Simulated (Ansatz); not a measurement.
Ansatz (a quantum-chemistry and plane-wave program) input (B3LYP-D3(BJ)/def2-TZVP):

Ansatz 0.2 input:
```yaml
crystal:
  periodic: [false, false, false]
  atoms:
    - {symbol: Si, position_ang: [0.69121463, 0.86582323, -0.34216447]}
    - {symbol: C, position_ang: [2.00524735, -0.51265875, -0.14367157]}
    - {symbol: Cl, position_ang: [0.96255190, 2.17767649, 1.18733901]}
    - {symbol: N, position_ang: [-0.83144843, 0.16585910, -0.36280351]}
    - {symbol: Si, position_ang: [-2.30322102, -0.36279952, 0.27486110]}
    - {symbol: H, position_ang: [0.89854340, 1.58570653, -1.59631322]}
    - {symbol: H, position_ang: [1.88136934, -1.25485864, -0.92249825]}
    - {symbol: H, position_ang: [3.00174988, -0.09011939, -0.21582515]}
    - {symbol: H, position_ang: [1.90347658, -1.00075741, 0.81955059]}
    - {symbol: H, position_ang: [-2.56574841, 0.12940900, 1.63286522]}
    - {symbol: H, position_ang: [-2.25625742, -1.83272996, 0.26509513]}
    - {symbol: H, position_ang: [-3.33019936, 0.11326091, -0.66102660]}
basis:
  gaussian:
    orbitals: def2-TZVP
hamiltonian:
  xc: b3lyp
  dispersion: d3bj
magnetization: {spin_polarized: true, initial_magnetization: 1}
relax: {f_tol: 0.002, max_steps: 150}
```

End of the output:

```
0.28 GiB of the device are held for the grids
1.26 GiB of device memory are held for the factors and their scratch space
mean field: 1.30 GiB planned
mean field -30923.83599420 eV, -1136.4300118579 hartree, gradient 1.7e-5 eV, S^2 0.754529; 0 other end points of the search recorded, 0 dependent functions left out
the calculation of the forces begins
reference -30923.83631751 eV, -1136.4300237394 hartree; 33, 32 occupied and 182, 183 virtual orbitals, 1428 factors
relax step  37: F+E_penalty+E_count = -30924.40148778 eV  Δ(F+E_penalty+E_count) = -1.346e-6 eV  max|allowed force component| = 1.427e-3 eV/Å  Δτ_max = 0.0018 Å  (33 SCF iters, accepted)
integrals: 0.17 GiB planned
1428 factors; their error is unknown
0.28 GiB of the device are held for the grids
1.26 GiB of device memory are held for the factors and their scratch space
mean field: 1.30 GiB planned
mean field evaluation 320: about -30917.1970 eV, gradient 2.8e1 eV
mean field -30923.83599420 eV, -1136.4300118579 hartree, gradient 1.8e-5 eV, S^2 0.754529; 3 other end points of the search recorded, 0 dependent functions left out
the calculation of the forces begins
reference -30923.83631751 eV, -1136.4300237394 hartree; 33, 32 occupied and 182, 183 virtual orbitals, 1428 factors
Total energy: -30924.40181109 eV, -1136.4508052452 hartree
Atom 0 at     0.657086     0.683879    -0.422252 Å, force     0.000825     0.000168     0.000600 eV/Å
Atom 1 at     2.110269    -0.441474    -0.117907 Å, force     0.000029    -0.000055    -0.000233 eV/Å
Atom 2 at     0.635954     2.130330     1.079294 Å, force    -0.000474    -0.000179    -0.000551 eV/Å
Atom 3 at    -0.767384    -0.253767    -0.499301 Å, force    -0.000229     0.000519     0.000303 eV/Å
Atom 4 at    -2.291775    -0.376773     0.296060 Å, force    -0.001301    -0.000214    -0.001427 eV/Å
Atom 5 at     0.747777     1.422744    -1.698869 Å, force    -0.000268    -0.000107     0.000097 eV/Å
Atom 6 at     2.188561    -1.181507    -0.915349 Å, force     0.000229    -0.000071    -0.000010 eV/Å
Atom 7 at     3.028999     0.146247    -0.083425 Å, force    -0.000532    -0.000121     0.000028 eV/Å
Atom 8 at     1.998917    -0.961032     0.834553 Å, force    -0.000128    -0.000188     0.000025 eV/Å
Atom 9 at    -2.246373    -0.012742     1.732696 Å, force    -0.000125    -0.000150    -0.000791 eV/Å
Atom 10 at    -2.828568    -1.748890     0.155262 Å, force     0.000908     0.001274     0.000534 eV/Å
Atom 11 at    -3.176185     0.576798    -0.425354 Å, force     0.001064    -0.000876     0.001423 eV/Å
Dipole moment:     0.089447    -0.245067    -0.076802 e Å
```

It need not be the lowest isomer of its formula.
